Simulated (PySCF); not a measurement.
Species: C₃H₈O₂Si.
Numbering: `[O:1]=[C:2]([OH:3])[CH2:4][CH2:5][SiH3:6]` (hydrogens: H7 on O3; H8, H9 on C4; H10, H11 on C5; H12, H13, H14 on Si6)

Structure used (PBE0-D3(BJ)/def2-SVP), in Å, numbered top down from 1:
```xyz
14
C3H8O2Si angstrom
O      1.0663    0.8515   -0.8267
C      1.4559   -0.0126   -0.0812
O      2.7291   -0.4130   -0.0507
C      0.5782   -0.7735    0.8716
C     -0.7001   -0.0283    1.2310
Si    -1.7528    0.6148   -0.2202
H      3.1986    0.1040   -0.7240
H      0.3437   -1.7274    0.3648
H      1.1730   -1.0489    1.7566
H     -1.3437   -0.6934    1.8285
H     -0.4680    0.8317    1.8821
H     -1.4692    2.0279   -0.5942
H     -1.6264   -0.2839   -1.4084
H     -3.1848    0.5584    0.2275
```

Theory: PBE0-D3(BJ)/def2-SVP geometry optimisation, gas phase (PySCF 2.14.0).

Masses are those of the commonest isotopes; rigid-rotor values at the optimised geometry. The values belong to one conformer with, in the numbering `[O:1]=[C:2]([OH:3])[CH2:4][CH2:5][SiH3:6]`, O1–C2–O3–H -1°, O1–C2–C4–C5 -23°, C2–C4–C5–Si6 52°.

Give the principal moments of inertia and the rotational constants in MHz.

Ia = 82.95, Ib = 301.57, Ic = 363.80 u·Å²; 505379 MHz·u·Å²/I gives A = 6093, B = 1676, C = 1389 MHz.

What kind of rotor is it?

An asymmetric top. Ray's parameter κ = (2B − A − C)/(A − C) = -0.878; −1 is the prolate and +1 the oblate limit.

What does the inertial defect say?

Not planar: Δ = Ic − Ia − Ib = -20.71 u·Å². For a rigid frame Δ = −2 Σ m c², so Σ m c² = 10.36 u·Å² lies off the ab plane: 6.97 from hydrogen and 3.39 from heavier atoms. The atom farthest from that plane is 1.50 Å away.

Give the other two planar moments, Paa and Pbb, and the rms extents of the mass along the axes.

Paa = Σ m a² = (Ib + Ic − Ia)/2 = 291.21 and Pbb = Σ m b² = (Ia + Ic − Ib)/2 = 72.59 u·Å². With the mass M = 104.03 u, the rms extents √(P/M) along a, b and c are 1.67, 0.84, 0.32 Å.

Predict some low-J microwave lines.

The dipole components are |μa| = 1.89 D, |μb| = 1.50 D, |μc| = 0.05 D. Intensities carry the squares of the components, which stand as 1.00 : 0.62 : 0.00 (a : b : c). Some lines, for components of 0.1 D or more:

```
type  branch         J(Ka,Kc)    MHz  lower level (cm⁻¹)
   b       R  2(0,2) ← 1(1,1)   1700               0.250
   a       R  1(0,1) ← 0(0,0)   3065               0.000
   a       R  2(1,2) ← 1(1,1)   5843               0.250
   b       R  1(1,1) ← 0(0,0)   7482               0.000
   a       R  3(1,3) ← 2(1,2)   8757               0.444
   a       R  4(1,4) ← 3(1,3)  11661               0.737
   a       R  4(2,3) ← 3(2,2)  12250               1.222
   a       R  4(3,2) ← 3(3,1)  12286               1.983
   a       R  4(3,1) ← 3(3,0)  12288               1.983
   a       R  4(2,2) ← 3(2,1)  12383               1.224
   b       Q  4(2,2) ← 4(1,3)  12475               1.221
   b       Q  3(2,1) ← 3(1,2)  12897               0.794
   b       Q  2(2,1) ← 2(1,2)  14111               0.444
   b       Q  4(3,2) ← 4(2,3)  22846               1.630
   b       R  3(2,1) ← 2(1,2)  23373               0.444
   b       R  4(2,3) ← 3(1,2)  25079               0.794
   b       R  3(3,1) ← 2(2,0)  31992               0.916
   b       R  4(4,0) ← 3(3,1)  44185               1.983
```

PBE0-D3(BJ)/def2-SVP frequencies: not computed here. No vibrational averaging or centrifugal distortion is included, and the geometry carries the error of its method. A rigid rotor knows nothing of internal rotation, which can split or shift real lines.

Hardware: Arm Neoverse V2, one thread (shared host). Cost: 36 s of wall time. This is the geometry optimisation.
